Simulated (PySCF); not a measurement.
# Partial charges of `C[CH](C)[Al@@H-]1[CH2]CC[N+]1(C)C`

C8H20AlN.
Structure used (PBE0-D3(BJ)/def2-SVP), in Å, numbered top down from 1:
```
atom  x, y, z in Å
C1     3.1678   -0.7088   -0.5355
C2     1.9013    0.1260   -0.7447
C3     2.2336    1.6174   -0.7278
Al4    0.5450   -0.4097    0.6188
C5    -0.3759   -2.1882    0.5259
C6    -1.8444   -1.9064    0.1715
C7    -2.2475   -0.5062    0.6195
N8    -1.2813    0.5067    0.1331
C9    -1.4741    1.7882    0.8143
C10   -1.3884    0.6859   -1.3174
H11    3.9536   -0.4683   -1.2767
H12    3.6122   -0.5309    0.4601
H13    2.9715   -1.7916   -0.6121
H14    1.5023   -0.1296   -1.7467
H15    1.3641    2.2525   -0.9723
H16    3.0295    1.8794   -1.4509
H17    2.5890    1.9390    0.2666
H18    0.7886    0.1856    2.1013
H19    0.0670   -2.9033   -0.1862
H20   -0.3142   -2.6720    1.5164
H21   -2.0091   -2.0019   -0.9150
H22   -2.5502   -2.6198    0.6320
H23   -2.2253   -0.4555    1.7205
H24   -3.2686   -0.2288    0.2944
H25   -1.3595    1.6490    1.8970
H26   -0.7112    2.5042    0.4790
H27   -2.4749    2.2043    0.5996
H28   -2.4044    1.0183   -1.5968
H29   -0.6604    1.4368   -1.6504
H30   -1.1673   -0.2550   -1.8363
```

Density: PBE0/pcSseg-1 (PySCF); schemes: Mulliken, IAO, Hirshfeld and ESP-fitted. Geometry: PBE0-D3(BJ)/def2-SVP, one conformer, isolated molecule.

Atoms with like bonding are taken together and averaged. For which atoms does the sign change between the 4 schemes (beyond +0.03 e in one, beyond −0.03 e in another)?

C2, N8 and H14. Atomic charges aren't observables, and each scheme defines them in its own way.

Do the Mulliken, IAO, Hirshfeld and ESP-fitted schemes agree on where the charge is highest?

All schemes agree: Mulliken Al4 (+0.937); IAO Al4 (+0.734); Hirshfeld Al4 (+0.365); ESP-fitted Al4 (+0.458).

At which atom do the 4 schemes differ most?

At C2: from -0.672 (Mulliken) to +0.318 e (ESP-fitted), 0.990 e apart.

Tabulate the Mulliken, IAO, Hirshfeld and ESP-fitted charges.

In e; atoms taken as equivalent share a row and are averaged (×n: the atom named and its like, n in all):

```
       atom                       environment  Mulliken     IAO  Hirshfeld  ESP-fitted
         C1                     methyl carbon    -0.260  -0.392     -0.122      -0.416
         C2                     sp3 CH carbon    -0.672  -0.436     -0.170      +0.318
         C3                     methyl carbon    -0.250  -0.388     -0.124      -0.460
        Al4  aluminium bonded to 2 C, N and H    +0.937  +0.734     +0.365      +0.458
         C5                   ring CH2 carbon    -0.602  -0.621     -0.231      -0.382
         C6                   ring CH2 carbon    -0.220  -0.242     -0.073      +0.003
         C7      sp3 carbon bound to nitrogen    -0.058  -0.152     -0.014      -0.166
         N8     nitrogen bonded to Al and 3 C    -0.778  -0.186     -0.021      +0.172
         C9                   N-methyl carbon    -0.090  -0.297     -0.052      -0.541
        C10                   N-methyl carbon    -0.108  -0.296     -0.050      -0.512
H11/H12/H13                   methyl hydrogen    +0.109  +0.124     +0.031      +0.082
        H14                  methine hydrogen    +0.112  +0.109     +0.012      -0.100
H15/H16/H17                   methyl hydrogen    +0.103  +0.118     +0.027      +0.084
        H18                     Al–H hydrogen    -0.249  -0.236     -0.205      -0.328
        H19                methylene hydrogen    +0.124  +0.131     +0.021      +0.048
        H20                methylene hydrogen    +0.131  +0.135     +0.020      +0.074
        H21                methylene hydrogen    +0.115  +0.123     +0.032      +0.025
        H22                methylene hydrogen    +0.127  +0.136     +0.039      +0.039
        H23                methylene hydrogen    +0.145  +0.143     +0.050      +0.119
        H24                methylene hydrogen    +0.120  +0.124     +0.038      +0.074
H25/H26/H27                   methyl hydrogen    +0.138  +0.148     +0.051      +0.181
H28/H29/H30                   methyl hydrogen    +0.142  +0.147     +0.052      +0.178
```

Mean size of the charges over all atoms: Mulliken 0.219 e, IAO 0.216 e, ESP-fitted 0.194 e, Hirshfeld 0.071 e. Each set sums to the total charge, 0, to within 0.001 e. The Mulliken scheme gives each basis function's population to the atom it is centred on and halves the overlap population of two atoms between them. The IAO scheme projects the occupied orbitals on a minimal set of polarised atomic orbitals and counts the electrons in each atom's part of it.

Some averages cover members that differ in this geometry: H25/H26/H27, Mulliken +0.114 to +0.155; H28/H29/H30, Mulliken +0.120 to +0.155; H25/H26/H27, IAO +0.130 to +0.163; H15/H16/H17, ESP-fitted +0.067 to +0.100 e.

Sum the charges by element, for elements with more than one atom.

| element | atoms | Mulliken | IAO | Hirshfeld | ESP-fitted |
| --- | --- | --- | --- | --- | --- |
| C | 8 | -2.260 | -2.824 | -0.836 | -2.157 |
| H | 20 | +2.101 | +2.276 | +0.493 | +1.527 |

How closely do the schemes follow one another over all atoms?

Correlation coefficient and root-mean-square difference: IAO with Hirshfeld 0.94, 0.170 e; Mulliken with IAO 0.89, 0.139 e; Mulliken with Hirshfeld 0.87, 0.224 e; IAO with ESP-fitted 0.72, 0.192 e; Hirshfeld with ESP-fitted 0.66, 0.195 e; Mulliken with ESP-fitted 0.42, 0.303 e.

How many electrons does the ESP-fitted scheme count on N8?

Z − q = 7 − (+0.172) = 6.828.
